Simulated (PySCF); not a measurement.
A structure optimised at PBE-D3(BJ)/def2-SVP, used in a PySCF frequency run:

```xyz
7

F      0.0000    -1.7350     0.0000
Se     0.0000     0.0000     0.0000
F      1.7350     0.0000     0.0000
F      0.0000     0.0000     1.7350
F     -1.7350     0.0000     0.0000
F      0.0000     0.0000    -1.7350
F      0.0000     1.7350     0.0000
```

Q: Write its SMILES, formula and point group.

A: F[Se](F)(F)(F)(F)F, F6Se, Oh

Q: What are its rotational constants (standard atomic weights)?

A: 2.2093, 2.2093, 2.2093 GHz
